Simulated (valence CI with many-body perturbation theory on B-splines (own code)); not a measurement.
# Energy levels of Sr⁷⁺

Calculated by valence CI with perturbative core correlation (CI+MBPT): three valence electrons over a frozen Dirac-Fock core [Ar] 3d10, radial functions for each j: 9 s, 9 p, 8 d, 6 f, 3 g, 1 h, with the one-electron correlation potential Σ1 (screened to all orders), the two-electron term Σ2, the three-electron term Σ3, Breit, model QED; selected single and double excitations, second order for the rest, scaled by the run's own slope (own B-spline code, finite nucleus).

Against 9 measured levels this calculation errs by 135 cm⁻¹ on average and by 217 at most. These come from a selection out of Sansonetti, J. Phys. Chem. Ref. Data 41, 013102 (2012). Levels without a partner in it may be off by more.

Levels 1 to 32 of 32, with energies above the lowest level, 4s2.4p 2P°_1/2. "Leading %" is the weight of the configuration and term that name the level; weights of strongly mixed levels are sums over their largest components and can fall short, so below about 35 % the name and the second component can differ from the true leading terms, or belong to a minority configuration.

```tsv
No.	Configuration	Term	J	E (eV)	Leading %	Second component	g
1	4s2.4p	2P°	1/2	0.000	98		0.665
2	4s2.4p	2P°	3/2	1.635	98		1.334
3	4s.4p2	4P	1/2	16.960	98		2.655
4	4s.4p2	4P	3/2	17.669	99		1.731
5	4s.4p2	4P	5/2	18.492	96		1.586
6	4s.4p2	2D	3/2	22.316	90	7 % 4s2.4d 2D	0.809
7	4s.4p2	2D	5/2	22.574	88	7 % 4s2.4d 2D	1.214
8	4s.4p2	2S	1/2	26.226	64	32 % 4s.4p2 2P	1.573
9	4s.4p2	2P	1/2	28.024	65	32 % 4s.4p2 2S	1.109
10	4s.4p2	2P	3/2	28.606	96		1.327
11	4s2.4d	2D	3/2	35.891	90	7 % 4s.4p2 2D	0.800
12	4s2.4d	2D	5/2	36.103	90	6 % 4s.4p2 2D	1.200
13	4p3	4S°	3/2	43.027	42	37 % 4p3 2D°	1.366
14	4p3	4S°	3/2	43.586	52	37 % 4p3 2D°	1.436
15	4p3	2D°	5/2	43.674	80	19 % 4s.4p.4d 2D°	1.200
16	4p3	2P°	1/2	47.318	86	12 % 4s.4p.4d 2P°	0.665
17	4p3	2P°	3/2	47.820	74	9 % 4s.4p.4d 2P°	1.331
18	4s.4p.4d	4F°	3/2	49.798	97		0.409
19	4s.4p.4d	4F°	5/2	50.145	97		1.033
20	4s.4p.4d	4F°	7/2	50.669	97		1.241
21	4s.4p.4d	4F°	9/2	51.430	99		1.334
22	4s2.5s	2S	1/2	51.558	97		2.002
23	4s.4p.4d	4P°	5/2	52.842	67	22 % 4s.4p.4d 4D°	1.510
24	4s.4p.4d	4D°	3/2	53.094	52	44 % 4s.4p.4d 4P°	1.425
25	4s.4p.4d	4D°	1/2	53.262	82	16 % 4s.4p.4d 4P°	0.433
26	4s.4p.4d	4P°	1/2	54.054	83	16 % 4s.4p.4d 4D°	2.239
27	4s.4p.4d	4P°	3/2	54.132	50	46 % 4s.4p.4d 4D°	1.456
28	4s.4p.4d	4D°	7/2	54.148	96		1.423
29	4s.4p.4d	4D°	5/2	54.158	74	16 % 4s.4p.4d 4P°	1.391
30	4s.4p.4d	2D°	3/2	54.598	80	11 % 4p3 2D°	0.849
31	4s.4p.4d	2D°	5/2	54.699	67	15 % 4s.4p.4d 4P°	1.243
32	4s.4p.4d	2F°	5/2	56.150	91	6 % 4s.4p.4d 2D°	0.881
```

Names give the largest LS component (configuration and term), which can be under half, so a name can repeat, a term be missing and a line seem to break the LS rules; names also repeat where a configuration has a term twice.

The ionisation energy to 4s2 1S_0 of the next ion comes out as 121.71 eV (NIST: 121.21 ± 0.06 eV (semi-empirical), further off than twice its uncertainty). All 32 levels together are meant to be complete up to 56.886 eV.
